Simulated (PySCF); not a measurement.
## Solvent effects on NMR parameters

Atoms are numbered as in `[CH3:1][C:2](=[O:3])/[CH:4]=[C:5](/[CH3:6])[O-:7]` (H(Xn): hydrogen on atom n).

GIAO PBE0/pcSseg-1 in PySCF 2.14.0 with density-fitted response routines on one PBE0-D3(BJ)/def2-SVP conformer, non-relativistic, equivalent nuclei averaged. Solvents enter as an IEF-PCM continuum (acetonitrile with ε = 35.7, water with ε = 78.4) around the gas-phase geometry. Shifts are referred to TMS computed in the same medium.

Gas phase, δ in ppm: C2/C5 185.3, C4 95.9, C1/C6 32.7, H(C4) 4.42, H(C1)/H(C6) 1.66. Dipole moment 2.32 D.

(1) How does each δ change in the continuum?

(2) Which nuclei move most (in ppm), and what does the model miss?

Answers

(1) 
```
      atoms                                 environment  Δδ, acetonitrile  Δδ, water
      C2/C5                carbon of a delocalised unit              +6.4       +6.6
         C4                  α carbon of a C=C–C=O unit              +1.2       +1.2
      C1/C6                carbon of a delocalised unit              +1.9       +2.0
      H(C4)   hydrogen on an α carbon of a C=C–C=O unit             +0.20      +0.20
H(C1)/H(C6)  hydrogen on a carbon of a delocalised unit             +0.26      +0.26
```

Changes are relative to the gas phase. The dipole moment becomes 3.19 D in acetonitrile, 3.21 D in water.

(2) C2/C5 (carbon of a delocalised unit, +6.6 ppm) in water. A continuum only polarises the solute; specific hydrogen bonds, the anisotropy of aromatic solvents and changes of geometry or conformer are outside it, as are counter-ions.
